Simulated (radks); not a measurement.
Numerical settings for the dysprosium ion Dy3+, [Xe] 4f9. Calculated with a radial shooting solver on a logarithmic mesh with Libxc functionals: Dirac Kohn-Sham, LDA (Slater exchange, Perdew-Wang correlation), spin-unpolarised, spherical densities, finite nucleus; open shells fill j = l - 1/2 first; Fermi nuclear charge, rms radius 5.2218 fm. The defaults (mesh step 0.008 in ln r, mesh end at 40 bohr or more with all orbitals vanishing there, Anderson mixing 0.5 over 9 steps, residual threshold near 1e-9 with the energy settled to 1e-9 hartree or 1e-11 of itself, here a cap of 88 iterations) give E = -12157.6790 hartree and 4f7/2 at -34.426 eV in 15 iterations. Run on one thread of a shared host, so times are rough (Arm Neoverse N1): 0.19 s of CPU time, 0.19 s wall, 15 iterations on 2213 mesh points. One setting is changed at a time: mesh step in ln r 0.05; mesh step in ln r 0.005; mesh step in ln r 0.003; mesh end (bohr) 400; mesh end (bohr) 8; residual threshold 1e-16; residual threshold 1e-13; mixing 0.2; linear mixing, mixing 1; linear mixing, mixing 0.2; mixing history 3; iteration cap 2. Which runs fail to converge, and which converge to a wrong energy?

Answer. Not converged within the cap: residual threshold 1e-16; linear mixing, mixing 1; iteration cap 2. No run marked as converged misses the energy by more than 1 mhartree.
